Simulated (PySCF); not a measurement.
Run record: geometry optimisation, trans-Sn(PH3)2F4, `[F][Sn]([F])([F])([F])(<-[PH3])<-[PH3]`.

Method: PBE0-D3(BJ)/def2-SVP geometry optimisation, gas phase, def2 core potentials past Kr (PySCF 2.14.0). Start geometry: GFN2-xTB. A driver script takes a list of jobs; this job's settings line and coordinates (Å) are shown.

Input:
```
{"job": {"xc": "PBE0", "basis": "def2-SVP", "d3": "d3bj", "grid": 1, "maxiter": 30, "shake": 0.03, "kind": "geom"}, "charge": 0, "multiplicity": 1}
Sn     0.070400    -0.076580     0.012650
P     -0.022130    -0.031700     2.795860
H      0.338530     1.095720     3.478420
H      0.870000    -0.932690     3.470500
H     -1.192060    -0.261220     3.457960
P     -0.007440     0.031860    -2.809590
H      1.174650     0.336500    -3.511030
H     -0.815720     0.884910    -3.477580
H     -0.318720    -1.117080    -3.442010
F      2.012450    -0.015230     0.063190
F     -2.029480     0.000740     0.005920
F      0.035060     2.014520     0.011480
F     -0.084900    -1.981860    -0.033580
```

Problem. Give the output.

Solution. 
```
step   0  E = -1298.87284671  max force = 0.067527
step   1  E = -1298.89719430  max force = 0.009717
step   2  E = -1298.89910177  max force = 0.008555
step   3  E = -1298.89952732  max force = 0.002925
step   4  E = -1298.89959573  max force = 0.001101
step   5  E = -1298.89961871  max force = 0.000848
step   6  E = -1298.89963527  max force = 0.000902
step   7  E = -1298.89964412  max force = 0.000573
step   8  E = -1298.89964757  max force = 0.000466
step   9  E = -1298.89964801  max force = 0.000721
step  10  E = -1298.89965498  max force = 0.000602
step  11  E = -1298.89966796  max force = 0.000405
optimisation converged
```

Energies in Eh; «max force» is the largest Cartesian gradient component in Eh/bohr.

Problem. Give the first gradient maximum in eV/Å.

Solution. With 1 Eh/bohr = 51.422 eV/Å, 3.472 eV/Å.

Problem. How much energy does the optimisation release, in kJ/mol?

Solution. E(step 0) − E(last step) = 0.026821 Eh, which is 70.4 kJ/mol.

Summary of the converged run: final energy -1298.89967 Eh after 11 steps; dipole 0.07 D.

Problem. Give the final coordinates.

Solution. 0.162 Å rms from the input after alignment:
```
atom  x, y, z in Å
Sn1   -0.0079   -0.0109    0.0016
P2    -0.0483    0.0071    2.6736
H3     0.3633    1.1855    3.3387
H4     0.8277   -0.9431    3.2454
H5    -1.2478   -0.2831    3.3650
P6     0.0519   -0.0153   -2.6701
H7     1.2605    0.3236   -3.3223
H8    -0.8364    0.9188   -3.2491
H9    -0.3034   -1.1936   -3.3672
F10    1.9340   -0.0212    0.2301
F11   -1.9576    0.0069   -0.1164
F12    0.0248    1.9360   -0.1769
F13   -0.0303   -1.9629    0.0699
```

The run took 3.3 min of wall time on one thread, Intel Xeon Platinum 8259CL at 2.50 GHz (x86_64) (shared host), and the process peaked at 0.60 GiB of memory.
Labels such as C1 count atoms from 1, the log's own numbers from 0.
